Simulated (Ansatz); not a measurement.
`C[CH2][Mg][F]` → `[CH3][Mg][F]` + `[CH2]` (triplet) at 500 K and 1 bar (formal loss of a carbene).

Program: Ansatz. Geometries: PBE0-D4/def2-TZVP. ΔE: electronic, gas phase. CCSD(T)/CBS adds triple-zeta CCSD(T) − MP2 to the extrapolated MP2 energy (def2 sets, frozen cores). This one scheme is used for every species. Triplets are unrestricted, without spin–orbit coupling. For Mg outer-core shells are correlated without core-valence functions, which leaves a few kJ/mol of doubt a bond. Each species was taken in one conformer, which may not be the lowest.

```
          species  CCSD(T)/CBS energy (Eh)  H − E (kJ/mol)  S (J/(mol·K))
  `C[CH2][Mg][F]`               -378.86278           211.4          374.4
   `[CH3][Mg][F]`               -339.61123           126.5          316.7
`[CH2]` (triplet)                -39.09499            62.7          213.9
```

H − E and S are ideal-gas, rigid-rotor, harmonic terms from PBE0-D4/def2-TZVP, for one conformer and one mirror image of each species, with the whole ground term of open shells counted as degenerate. 1 Eh = 2625.50 kJ/mol, R = 8.31446 J/(mol·K).

Problem. By hand: ΔE, ΔH, ΔS and ΔG.

Solution. ΔE = (-339.61123) + (-39.09499) − (-378.86278) = 0.15656 Eh = 411.0 kJ/mol. Δ(H − E) = 126.5 + 62.7 − 211.4 = -22.2, so ΔH = 388.8 kJ/mol. ΔS = 316.7 + 213.9 − 374.4 = 156.2 J/(mol·K). ΔG = 388.8 − 500 × (156.2)/1000 = 310.7 kJ/mol.

Problem. By hand: the equilibrium constant, and the temperature at which ΔG would vanish if ΔH and ΔS stayed fixed.

Solution. log₁₀ K = −ΔG/(RT ln 10) = -32.5. ΔG = 0 at ΔH/ΔS = 2489 K.

The number of gas molecules changes by +1, which sets the sign of ΔS. A doubt of 5 kJ/mol in ΔE shifts log₁₀ K by 0.5 here. Other conformers and mirror images would add mixing entropy, several J/(mol·K) or more a flexible species. A triplet takes part, so the spin changes. These are equilibria of isolated gas molecules and say nothing of rates. Largest T1 diagnostic: 0.011 (customary marks: 0.02 for closed shells, 0.045 for open ones).
